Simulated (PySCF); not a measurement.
## Sb: ionisation energy

Sb [Kr] 4d10 5s2 5p3 (4S) → Sb⁺ [Kr] 4d10 5s2 5p2 (3P), as a difference of total energies. Calculation: PySCF 2.14, in x2c-QZVPPall (13s9p7d4f1g, 112 functions); the spin-free X2C one-electron Hamiltonian (Gaussian nucleus). Correlated levels: valence: [Kr] 4d10 frozen; valence and next inner shell: [Ar] 3d10 frozen. The calculations carry no spin-orbit coupling.

| method | ionisation energy (eV) |
| --- | --- |
| UHF | 8.572 |
| LDA | 9.127 |
| PBE | 8.965 |
| PBE0 | 9.041 |
| r2SCAN | 9.163 |
| PW91 | 9.021 |
| M06-2X | 8.972 |
| TPSSh | 9.006 |
| ROHF | 8.631 |
| MP2 (valence) | 9.010 |
| SCS-MP2 (valence) | 8.884 |
| MP2 (valence and next inner shell) | 9.152 |
| SCS-MP2 (valence and next inner shell) | 8.979 |

Problem. How much does correlation contribute at MP2 (valence and next inner shell)?

Solution. 9.152 − (8.572) = 0.580 eV, measured against UHF.

A first-order spin-orbit estimate (lowest level to lowest level, LS coupling) adds -0.416 eV.

Errors of the correlated levels include the incompleteness of this basis and the frozen core.

For comparison: 8.608 eV (measured; NIST Atomic Spectra Database, ionization energies).
